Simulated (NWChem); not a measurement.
System: C2H3F2NSi; SMILES C#C[Si](N)(F)F

```xyz
9

C      0.0543     2.6928    -0.0804
C      0.0384     1.4803    -0.0477
Si     0.0038    -0.3294     0.0088
N     -1.5776    -0.8630     0.3190
F      0.4985    -0.9662    -1.3753
F      1.1008    -0.8086     1.0806
H      0.0726     3.7602    -0.1143
H     -2.1935    -0.3342     0.9223
H     -1.8391    -1.8386     0.2576
```
Atoms are numbered in this order, from 1.

Results from NWChem. Medium grid unless said otherwise, to which SCAN and Minnesota functionals are sensitive. The geometry was optimised at B3LYP/6-31G* (spherical d). Total energies of different functionals are on different scales.

| level | energy (Ha) | highest occupied level (eV) | orbital gap (eV) | dipole (D) |
|---|---|---|---|---|
| PBE/def2-TZVP | -621.7164 | -6.78 | 5.29 | 2.71 |
| B3LYP/def2-TZVP | -622.2490 | … | … | 2.79 |
| r2SCAN/def2-TZVP | -622.0435 | -7.10 | 5.85 | 2.76 |
| M06-2X/def2-TZVP | -622.0925 | -9.75 | 10.13 | 2.83 |
| LDA (Slater exchange, VWN5)/def2-TZVP | -618.6535 | -6.98 | 5.22 | 2.80 |

Question: What belongs in the gaps?

Answer: 
- B3LYP/def2-TZVP, highest occupied level (eV): -8.01
- B3LYP/def2-TZVP, orbital gap (eV): 7.26
